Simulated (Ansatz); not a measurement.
Species: CH₃F₃Sn, charge 0, multiplicity 1. 
Coordinates optimised at B3LYP-D3(BJ)/def2-TZVP (Ansatz, an electronic-structure program):
SMILES: [CH3][Sn]([F])([F])[F]
```xyz
8

C     -2.1314    -0.0307     0.1259
Sn    -0.0118    -0.0002     0.0007
F      0.7301     1.7372    -0.2973
F      0.8747    -0.6323     1.5730
F      0.7047    -1.0717    -1.4122
H     -2.4307     0.6053     0.9549
H     -2.5314     0.3452    -0.8121
H     -2.4457    -1.0574     0.2949
```

Dipole moments at this geometry, in debye (magnitudes).

| level | program | dipole (D) |
|---|---|---|
| SVWN5/def2-TZVPD | Ansatz | 4.75 |
| PBE/def2-TZVPD | Ansatz | [?] |
| BLYP/def2-TZVPD | Ansatz | 4.67 |
| revPBE/def2-TZVPD | Ansatz | 4.58 |
| r2SCAN/def2-TZVPD | Ansatz | 4.69 |
| B97M-V/def2-TZVPD | Ansatz | 4.60 |
| B3LYP/def2-TZVPD | Ansatz | 4.80 |
| PBE0/def2-TZVPD | Ansatz | 4.77 |
| BHLYP/def2-TZVPD | Ansatz | 4.94 |
| r2SCAN0/def2-TZVPD | Ansatz | 4.83 |
| CAM-B3LYP/def2-TZVPD | Ansatz | 4.84 |
| wB97M-V/def2-TZVPD | Ansatz | 4.75 |
| wB97X-V/def2-TZVPD | Ansatz | 4.74 |
| CCSD(T)/def2-SVPD | Ansatz | [?] |

Task: What belongs in the gaps?

Result: 
- PBE/def2-TZVPD, dipole (D): 4.62
- CCSD(T)/def2-SVPD, dipole (D): 4.70
